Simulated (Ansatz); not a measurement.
Input for Ansatz (development build ahead of 0.2.0):

```yaml
crystal:
  periodic: [false, false, false]
  atoms:
    - { symbol: Ni, position_ang: [0.0, 0.0, 0.0] }
    - { symbol: "N", position_ang: [0.0, 0.0, 1.62] }
basis:
  gaussian: { orbitals: pcseg-2 }
magnetization:
  initial_magnetization: 1
hamiltonian:
  xc: pbe0
```

The input is written out in the form of the current development build from the run's settings.

The run gave:

| Property | Result |
| --- | --- |
| Converged | yes |
| Total energy | -1562.65772 hartree |
| Spin squared of the determinant | 0.750 |
| Stability test | minimum among restricted orbitals |

Caution: another spin multiplicity may lie lower.
